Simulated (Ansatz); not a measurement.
`C=[C](C)[AlH2]` and `C=[C]([AlH2])BO` differ in one atom or group.

Ansatz, PBE0-D4/def2-TZVP geometries, multiplicity 1. Each molecule was computed in one conformer, which needn't be the lowest.

```csv
property,`C=[C](C)[AlH2]`
HOMO–LUMO gap (ωB97M-V/def2-TZVPP) / eV,9.97
HOMO energy (ωB97M-V/def2-TZVPP) / eV,-9.86
LUMO energy (B3LYP/def2-TZVPP) / eV,-1.76
HOMO–LUMO gap (PBE/def2-TZVPP) / eV,4.18
LUMO energy (ωB97M-V/def2-TZVPP) / eV,0.11
size of the dipole moment (B3LYP/def2-TZVPP) / D,0.86
```

What does the change do to each property? (Estimate.)

Ansatz gave: 
```json
{"property": "HOMO–LUMO gap (ωB97M-V/def2-TZVPP) / eV", "`C=[C]([AlH2])BO`": "9.90", "shift": "-0.07"}
{"property": "HOMO energy (ωB97M-V/def2-TZVPP) / eV", "`C=[C]([AlH2])BO`": "-9.87", "shift": "-0.01"}
{"property": "LUMO energy (B3LYP/def2-TZVPP) / eV", "`C=[C]([AlH2])BO`": "-1.95", "shift": "-0.19"}
{"property": "HOMO–LUMO gap (PBE/def2-TZVPP) / eV", "`C=[C]([AlH2])BO`": "3.78", "shift": "-0.40"}
{"property": "LUMO energy (ωB97M-V/def2-TZVPP) / eV", "`C=[C]([AlH2])BO`": "0.04", "shift": "-0.07"}
{"property": "size of the dipole moment (B3LYP/def2-TZVPP) / D", "`C=[C]([AlH2])BO`": "1.45", "shift": "0.59"}
```

Dipoles are sizes alone; their direction can turn.

B3LYP here is the variant with VWN-RPA as its local correlation; programs differ in this.
